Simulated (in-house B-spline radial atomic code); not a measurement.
**Ionising I⁷⁺ with different functionals**

Computed with an all-electron radial atomic-structure program (B-spline basis): scalar-relativistic (spin-free X2C) Hamiltonian, Fermi nucleus of rms radius 4.75 fm, spin-polarised at highest spin, spherical fractional occupations for the functionals, and exact exchange of hybrids averaged over the configuration. The ionisation energy is the difference of two self-consistent energies, [Kr] 4d10 → [Kr] 4d9, without Breit or QED terms; ε is the level of the shell that loses the electron (its least bound occupied spin orbital). There is no spin-orbit coupling in this Hamiltonian.

```tsv
method	rung	ΔSCF (eV)	-ε(4d) (eV)
PBE0	global hybrid	151.28	143.19
B3LYP	global hybrid	151.23	142.48
TPSSh	global hybrid	151.20	141.16
BHandHLYP	global hybrid	151.21	146.38
r2SCAN0	global hybrid	151.80	143.79
B97-1	global hybrid	?	?
HSE06	range-separated hybrid	151.25	142.73
wB97X	range-separated hybrid	150.94	145.30
CAM-B3LYP	range-separated hybrid	151.15	144.46
LC-wPBE	range-separated hybrid	?	?
```

Task: What does B97-1 give?

Result: ΔSCF 151.14 eV, and -ε(4d) = 142.49 eV.

Task: What does LC-wPBE give?

Result: ΔSCF 151.11 eV, and -ε(4d) = 145.35 eV.

Task: Among the functionals, which spreads more, the ΔSCF values or the orbital energies?

Result: The orbital energies: ΔSCF values span about 0.86 eV and the orbital energies 5.21 eV; here energy differences depend much less on the functional than eigenvalues do.

Task: How do they compare with the NIST value?

Result: NIST lists 150.8 eV ± 0.1 (measured, ground level to ground level). Errors run from +0.13 to +0.99 eV; wB97X is closest (+0.13 eV), but part of that can be cancellation, since the calculations leave out spin-orbit coupling, Breit-QED terms, multiplet and fine-structure energies.
